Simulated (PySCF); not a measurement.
## Polarisability and C₆ of He (helium, neutral)

1s2, closed-shell 1S. All numbers are calculated (PySCF 2.14, the non-relativistic Hamiltonian (point nucleus), in aug-cc-pV5Z (6s5p4d3f2g, 80 functions)). Coupled (time-dependent) response in atomic units; α is the mean over directions.

```tsv
method	mean α (bohr³)	C₆ (like pair)	S(−4)
UHF	1.321	1.373	1.383
PBE	1.579	1.734	2.150
PBE0	1.492	1.611	1.870
PBEsol	1.613	1.795	2.228
PW91	1.571	1.720	2.131
```

S(−4) is the Cauchy moment in α(ω) = α(0) + S(−4) ω² + …

Reference α: 1.384 bohr³ (recommended; Schwerdtfeger and Nagle, table of static dipole polarizabilities (2023 update)). Published C₆: 1.420 (Chu and Dalgarno (2004); Tang, Norbeck and Certain (1976)).

α(iu) at UHF:

```csv
u (hartree),α(iu) (bohr³)
0,1.321
0.0500,1.318
0.100,1.308
0.200,1.268
0.300,1.209
0.500,1.055
0.750,0.8541
1.00,0.6828
1.50,0.4460
2.00,0.3066
3.00,0.1660
5.00,0.06917
```

A single London oscillator, α(iu) = α/(1 + u²/ω²), gives C₆ = (3/4) ω α². Matching the computed C₆ needs ω = 4 × 1.373 / (3 × 1.321²) = 1.05 hartree.
